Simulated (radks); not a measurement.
Values are calculated unless marked as measured or tabulated.
I29+, configuration [Ar] 3d5 4p1 (not the ground configuration). Level of theory: Dirac Kohn-Sham, PBE, spin-unpolarised, spherical densities, point nucleus; open shells are shared between the two j in proportion to 2j + 1 (a radial shooting solver on a logarithmic mesh with Libxc functionals). Some entries of the table are withheld. Estimate them.

orbital,occ.,eigenvalue (hartree),<1/r> (bohr^-1),<r^2> (bohr^2)
1s1/2,2,-1257.886,56.84,0.001005
2s1/2,2,-232.7768,13.33,0.01596
2p1/2,2,-221.5331,13.30,0.01179
2p3/2,4,-210.4609,12.27,0.01304
3s1/2,2,-77.78266,5.029,0.1013
3p1/2,2,-73.34216,4.955,0.09456
3p3/2,4,-70.95456,4.699,0.1008
3d3/2,2,-63.65715,(1),(2)
3d5/2,3,-63.12240,(3),(4)
4s1/2,0,-37.59104,2.473,0.3961
4p1/2,0.333333,-35.76658,2.424,(5)
4p3/2,0.666667,-34.98231,2.337,(6)
4d3/2,0,-32.10168,2.251,(7)
4d5/2,0,-31.92606,2.229,(8)
4f5/2,0,-28.97039,2.083,0.3378
4f7/2,0,-28.92142,2.076,0.3396
5p1/2,0,-21.34249,1.457,1.120
5p3/2,0,-20.97948,1.417,1.159

Answer. 
(1) 3d3/2 <1/r> (bohr^-1): 4.575
(2) 3d3/2 <r^2> (bohr^2): 0.07971
(3) 3d5/2 <1/r> (bohr^-1): 4.509
(4) 3d5/2 <r^2> (bohr^2): 0.08140
(5) 4p1/2 <r^2> (bohr^2): 0.3967
(6) 4p3/2 <r^2> (bohr^2): 0.4150
(7) 4d3/2 <r^2> (bohr^2): 0.4004
(8) 4d5/2 <r^2> (bohr^2): 0.4055
